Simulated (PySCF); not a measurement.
Ga(Me)(PH2)2 (CH7GaP2), SMILES [CH3][Ga]([PH2])[PH2].

Geometry: r2SCAN-D4/def2-SVP. The structure was generated by enumeration; whether it is a known compound was not checked. The values are those of a single conformer.

The numbers are results of TDA-PBE/def2-SVPD (PySCF), not measurements.

Vertical excitations. 

**Question.** Give excitation energies, oscillator strengths and character. (An estimate is asked for; the answer gives what the named calculation found.)

**Answer.** 
| state | energy (eV) | λ (nm) | f | main pairs |
|---|---|---|---|---|
| S1 | 4.18 | 296 | 0.055 | HOMO→LUMO 92 % |
| S2 | 4.67 | 265 | 0.014 | HOMO−1→LUMO 92 % |
| S3 | 4.99 | 248 | 0.061 | HOMO→LUMO+1 87 % |
| S4 | 5.30 | 234 | 0.016 | HOMO→LUMO+2 88 % |
| S5 | 5.53 | 224 | 0.051 | HOMO−1→LUMO+1 82 %, HOMO−2→LUMO 14 % |
| S6 | 5.55 | 223 | 0.001 | HOMO−3→LUMO 68 %, HOMO→LUMO+3 31 % |
| S7 | 5.70 | 218 | 0.031 | HOMO−2→LUMO 72 % |
| S8 | 5.81 | 213 | 0.001 | HOMO−1→LUMO+2 77 %, HOMO→LUMO+4 18 % |
| S9 | 5.95 | 208 | 0.209 | HOMO→LUMO+3 49 %, HOMO−3→LUMO 25 % |
| S10 | 6.01 | 206 | 0.005 | HOMO→LUMO+4 78 %, HOMO−1→LUMO+2 18 % |
| T1 | 3.52 | 353 | 0 | HOMO→LUMO 99 % |
| T2 | 4.04 | 307 | 0 | HOMO−1→LUMO 98 % |
| T3 | 4.72 | 263 | 0 | HOMO→LUMO+1 95 % |
| T4 | 4.97 | 250 | 0 | HOMO→LUMO+2 93 % |
Triplets are in the Tamm–Dancoff approximation.
